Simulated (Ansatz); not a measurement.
# Relative stability

Two relaxed structures of Si₂H₃O₂ (charge +1), closed shell (PBE0-D4/def2-TZVP; forces vanish, vibrations not checked).

A:

| atom | x (Å) | y (Å) | z (Å) |
| --- | --- | --- | --- |
| O1 | -0.0373 | -0.3235 | -1.2356 |
| Si2 | 1.1822 | -0.3567 | -0.1091 |
| O3 | 1.1734 | -1.6489 | 0.8034 |
| Si4 | -0.7781 | 0.8148 | -0.2872 |
| H5 | 1.9065 | -1.9822 | 1.3311 |
| H6 | 2.4546 | 0.3009 | -0.4238 |
| H7 | -2.1152 | 1.1917 | -0.8276 |

B:

O1  (-1.295, -1.307, 0.343)
Si2  (0.026, -0.458, 0.145)
O3  (1.359, -1.298, 0.347)
Si4  (-0.412, 1.884, -0.280)
H5  (2.272, -1.003, 0.278)
H6  (-1.377, -2.249, 0.532)
H7  (-0.371, 1.391, -1.726)
(Å)

Computed with Ansatz 0.2.0 (basis: def2-TZVPP); correlated methods freeze the cores. B3LYP uses VWN-RPA correlation.

Which structure is lower at CCSD(T), and by how much? (To be estimated.)

The calculation gives: A, by 0.415 eV (electronic energy, against the other). By their contacts, A is Si₂H₃O₂ ([OH][SiH]1[O][SiH]1), total charge +1 and B is Si₂H₃O₂ ([OH][Si]([OH])[SiH]), total charge +1.

All methods give the same order:

| method | E(B) − E(A) (eV) |
| --- | --- |
| PBE-D4 | 0.385 |
| r2SCAN-D4 | 0.574 |
| PBE0-D4 | 0.388 |
| B3LYP-D4 | 0.326 |
| wB97M-V | 0.379 |
| HF | 0.275 |
| MP2 | 0.565 |
| CCSD | 0.359 |
| CCSD(T) | 0.415 |

The T1 diagnostic stays at or below 0.017. The restricted Hartree–Fock reference is unstable towards an unrestricted one at one or more of these structures.

Labels in which every atom is bracketed show which atoms are joined, not bond orders.

For scale, one of the runs: CCSD(T)/def2-TZVPP, 188 basis functions, launched by `ansatz run in.yaml --threads 2 --pin off --events-out ev --progress --plain --max-ram 4352MiB`. Time: 53 s of wall clock on 2 CPU threads of an Arm Neoverse V2; the host was shared. Peak host memory: 1.9 GiB.
